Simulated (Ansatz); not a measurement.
`CC1C=CCS1(=O)=O` and `O=S1(=O)CC=CC1` differ in one atom or group.

Ansatz, PBE0-D4/def2-TZVP geometries, multiplicity 1. 

```tsv
property	`CC1C=CCS1(=O)=O`
HOMO energy (PBE0/def2-TZVPP) / eV	-8.02
LUMO energy (PBE/def2-TZVPP) / eV	-1.46
HOMO energy (ωB97M-V/def2-TZVPP) / eV	-10.28
HOMO–LUMO gap (PBE/def2-TZVPP) / eV	5.33
HOMO–LUMO gap (B3LYP/def2-TZVPP) / eV	7.10
HOMO energy (PBE/def2-TZVPP) / eV	-6.79
```

Problem. What does the change do to each property? (Best estimate.)

Solution. The calculation gave: 
```json
{"property": "HOMO energy (PBE0/def2-TZVPP) / eV", "`O=S1(=O)CC=CC1`": "-8.11", "shift": "-0.09"}
{"property": "LUMO energy (PBE/def2-TZVPP) / eV", "`O=S1(=O)CC=CC1`": "-1.46", "shift": "0.00"}
{"property": "HOMO energy (ωB97M-V/def2-TZVPP) / eV", "`O=S1(=O)CC=CC1`": "-10.36", "shift": "-0.08"}
{"property": "HOMO–LUMO gap (PBE/def2-TZVPP) / eV", "`O=S1(=O)CC=CC1`": "5.45", "shift": "0.12"}
{"property": "HOMO–LUMO gap (B3LYP/def2-TZVPP) / eV", "`O=S1(=O)CC=CC1`": "7.19", "shift": "0.09"}
{"property": "HOMO energy (PBE/def2-TZVPP) / eV", "`O=S1(=O)CC=CC1`": "-6.91", "shift": "-0.12"}
```

The zero-point energy changes by -74.0 kJ/mol with -9 modes.

B3LYP here is the variant with VWN-RPA as its local correlation; programs differ in this.

Positive LUMOs are unbound, so they and the gaps depend on the basis.
